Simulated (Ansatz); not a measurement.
Species: C$_{5}$H$_{10}$N (charge 0, doublet). It need not be the lowest isomer of its formula. 
Coordinates optimised at B3LYP-D3(BJ)/def2-TZVP (Ansatz, an electronic-structure program):
SMILES: NC1C[CH]CC1
```xyz
16

C     -1.6428     0.2783     0.0219
C     -1.2580    -1.1480    -0.2067
C      0.2650    -1.0783    -0.4209
C      0.7066     0.1405     0.3981
C     -0.4413     1.1448     0.1908
N      1.9945     0.6688    -0.0448
H     -2.6621     0.6359     0.0516
H     -1.5007    -1.7723     0.6664
H     -1.7811    -1.6064    -1.0521
H      0.4914    -0.8813    -1.4718
H      0.7836    -1.9937    -0.1304
H      0.7110    -0.1482     1.4610
H     -0.5317     1.8631     1.0126
H     -0.2285     1.7341    -0.7148
H      2.2534     1.4828     0.5017
H      2.7273    -0.0190     0.0903
```
Charge 0, spin multiplicity 2.

Dipole moments at this geometry, in debye (magnitudes).

| level | program | dipole (D) |
|---|---|---|
| PBE/def2-TZVPD | Ansatz | 1.22 |
| revPBE/def2-TZVPD | Ansatz | ? |
| PBE0/def2-TZVPD | Ansatz | 1.24 |
| BHLYP/def2-TZVPD | Ansatz | 1.26 |
| HSE06/def2-TZVPD | Ansatz | 1.23 |
| CCSD(T)/aug-cc-pVDZ | Ansatz | ? |

Fill in the missing entries.


- revPBE/def2-TZVPD, dipole (D): 1.20
- CCSD(T)/aug-cc-pVDZ, dipole (D): 1.24
